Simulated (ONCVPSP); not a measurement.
## PBE ONCV dataset for hafnium (Hf), fully relativistic all-electron reference.

- Element: Hf (Z = 72)
- Generator: ONCVPSP 4.0.1
- Type: optimised norm-conserving Vanderbilt (ONCV)
- Functional: PBE
- Relativity: fully relativistic
- Frozen core: [Kr] 4d10
- Valence charge: 26
- Reference configuration: 4f14 5s2 5p6 5d2 6s2
- Partial waves: 5s+6s: rc 2.20 bohr, ncon 4, nbas 8, qcut 5.1 1/bohr, 2 projectors; 5p: rc 1.25 bohr, ncon 5, nbas 9, qcut 7.3 1/bohr, 2 projectors, debl 1 Ha; 5d: rc 2.60 bohr, ncon 5, nbas 10, qcut 6.5 1/bohr, 3 projectors, debl 0.6 Ha; 4f: rc 0.60 bohr, ncon 3, nbas 6, qcut 19.5 1/bohr, local
- Local potential: the f channel
- Core correction: Teter function, fcfact 2.25, rcfact 1.1

Open shells are filled in proportion to 2j + 1.

In the p channel the program set the typed energies aside and used -1.227, 0.250 Ha (j = l + 1/2; the other j can differ).

What the tests gave:

| Property | Result |
| --- | --- |
| Ghost test | ghosts flagged at negative energy: s at -1147.1 eV, s at -59.3 eV, p3/2 at -606.8 eV, d5/2 at -185.3 eV, p1/2 at -626.4 eV and 1 more; no localised positive-energy state flagged; a true bound ghost makes a file unfit for plane-wave use |
| Configuration tests | 2 of 4 tests not solved or not reliable |
| rms error of d²Exc/dni dnj | 6.53 mHa without and 5.53 mHa with the model core |

Note: ghosts flagged at negative energy: s at -1147.1 eV, s at -59.3 eV, p3/2 at -606.8 eV, d5/2 at -185.3 eV, p1/2 at -626.4 eV and 1 more; no localised positive-energy state flagged. A true bound ghost makes a file unfit for plane-wave use. The potential misses its own reference levels by up to 1.0 eV, so it is not fit for use.

Generation and tests took about 12 s on one core of a shared server CPU.
